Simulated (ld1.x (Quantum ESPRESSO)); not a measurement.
## Before and after: TM potential for titanium

ld1.x (Quantum ESPRESSO) 7.5 input, shortened:

```
&input
   title='Ti', zed=22., rel=1, dft='PZ', iswitch=3,
   config='[Ar] 3d2 4s1.75 4p0'
 /
 &inputp
   pseudotype=2, tm=.true., lloc=-1, rcloc=2.30,
   nlcc=.true., rcore=1.15
 /
3
4S  1  0   1.75   0.00  2.90  2.90  0.0
3P  2  1   6.00   0.00  1.75  1.75  0.0
3D  3  2   2.00   0.00  1.80  1.80  0.0
 &test
   configts(1)='3p6 3d2 4s1.75 4p0'
 /
```

Change: local potential all-electron potential smoothed inside 2.02 bohr (lloc = -1).

Cutoffs: the cutoffs (Ry, on a coarse ladder) from which the occupation-weighted sum of valence levels, in a spherical-Bessel basis at the reference potential, stays within 10 and 1 mRy of its value at 400 Ry; they do not see the model core or the augmentation charge, which bear on the density cutoff. Errors are all-electron minus pseudo energies relative to the spin-unpolarised reference configuration.

Problem. Predict the effect on cutoff, ghosts and configuration errors.

Solution. The potential gets neither clearly harder nor softer (60 Ry and 80 Ry → 60 Ry and 80 Ry); a bound ghost appears in s, which as a rule spoils a file; the number of tests that count goes from 9 to 5; of the 5 tests that both files solve, the error grows in 2 and shrinks in 1 by more than 15 % and 0.3 meV (median size 107.3 → 98.9 meV); the range in which the s phases agree widens (upper end 0.1 → 3.3). In the separable form a ghost depends on how the local part lies against the semilocal potential of the channel, so the choice of the local part can create or remove one.

```csv
quantity,base,changed
"cutoff, loose",60 Ry,60 Ry
"cutoff, tight",80 Ry,80 Ry
bound ghosts,none,s
"tests counted (converged, no solver errors)",9 of 9,5 of 9
"error for 3p6 3d2 4s0 4p0, meV [ΔE 20.01 eV]",-20,-19
"error for 3p6 3d2 4s1.5 4p0, meV [ΔE 1.69 eV]",0.0,-2.0
"error for 3p6 3d0 4s0 4p0, meV [ΔE 90.73 eV]",+291,+337
"error for 3p6 3d3 4s0 4p0, meV [ΔE 6.23 eV]",-107,-99
"error for 3p6 3d2 4s0 4p2, meV [ΔE 5.11 eV]",-258,-135
s: phases at 3.17 bohr within 0.05 rad from the reference energy up to (Ry; the scan ends near 5),0.1,3.3
p: phases at 3.17 bohr within 0.05 rad from the reference energy up to (Ry; the scan ends near 5),-0.3,-0.2
d: phases at 3.17 bohr within 0.05 rad from the reference energy up to (Ry; the scan ends near 5),0.6,0.7
```

Base: These tests converged, but a pseudo level misses the all-electron one widely, so the file describes the atom poorly there or has found another state: 3p6 3d0 4s0 4p0: empty 4s by 10.5 eV (a node warning on the way). Changed file: Tests not counted: 3p6 3d2 4s2 4p0 (pseudo-atom not self-consistent, printed error +22 meV); 3p6 3d2 4s1 4p0 (solver errors, printed error -3.2 eV); 3p6 3d2 4s1.75 4p0 (spin-polarised) (pseudo-atom not self-consistent, printed error +2.6 eV); 3p6 3d2 4s2 4p0 (spin-polarised) (solver errors, printed error -825 eV). A true bound ghost makes a file unfit for plane-wave use even where its test errors are small: the radial tests pick states by their node count and pass the ghost by. Where a test does run into it, the solver fails or the error is huge.
